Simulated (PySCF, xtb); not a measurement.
TiF4, SMILES [F][Ti]([F])([F])[F], multiplicity 1.

Harmonic wavenumbers (cm⁻¹) from GFN2-xTB run with xtb at its own minimum, in rising order: 195, 195, 210, 210, 210, 559, 663, 663, 663.

### Question
What does PBE-D3(BJ)/def2-SVP (PySCF) give at its own minimum? (The exact figures need the calculation; the answer reports its results.)

### Answer
190, 190, 214, 214, 214, 710, 810, 810, 810. Paired by order, the mean absolute difference is 68 cm⁻¹ and the zero-point energies are 5.1 and 5.9 kcal/mol.
